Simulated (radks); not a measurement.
Spherical jellium clusters: N electrons in a uniform positive sphere of charge N and radius rs N^(1/3), rs = 4.89 bohr. Level of theory: non-relativistic Kohn-Sham, PBE, spin-polarised, spherical densities (a radial shooting solver with Libxc functionals). Levels are named by radial order and angular momentum (1s, 1p, 1d, 2s, ...), and open shells are averaged over m. Each electron was tried in the lowest free levels, single moves between levels near the top were tried too, and the lowest total energy was kept; such a search can miss a lower state. The series stops at N = 8: beyond it a trial failed or the search could not be trusted, so later rows were left out. Energies include the self-energy of the background; IP and EA are vertical (highest electron removed, lowest free level filled), at fixed background; spill-out counts the electrons outside the background radius R, and alpha is the static dipole polarisability from linear response (closed shells only). A dash means not computed or, for alpha, an open shell; in EA it means that no bound solution was reached, which is typical of self-interaction and does not show that the anion is unstable. Real open-shell clusters deform, which this model forbids.

\begin{tabular}{lrrrrrrr}
N & open shells & 2S & E/N (eV) & E(N+1) + E(N-1) - 2E(N) (eV) & IP (eV) & EA (eV) & spill-out (e) \\ \hline
1 & 1s(up 1, down 0) & 1 & -1.471 & - & - & - & 0.30 \\
2 & none & 0 & -1.704 & 0.675 & 4.439 & - & 0.45 \\
3 & 1p(up 1, down 0) & 1 & -1.557 & -0.533 & 3.455 & - & 0.70 \\
4 & 1p(up 2, down 0) & 2 & -1.617 & -0.324 & 3.868 & - & 0.83 \\
5 & 1p(up 3, down 0) & 3 & -1.718 & 0.425 & 4.065 & - & 0.93 \\
6 & 1p(up 3, down 1) & 2 & -1.714 & -0.355 & 3.536 & - & 1.06 \\
7 & 1p(up 3, down 2) & 1 & -1.762 & -0.219 & 3.824 & 1.394 & 1.15 \\
8 & none & 0 & -1.825 & - & 3.980 & - & 1.24 \\
\end{tabular}

All shells are closed at N = 2, 8 (there: 1s2 1p6); the second difference of the energy has clear peaks (12 % above both neighbours; the first and last values, which can be the largest, are not judged, and half-filled shells can peak too) at N = 5.
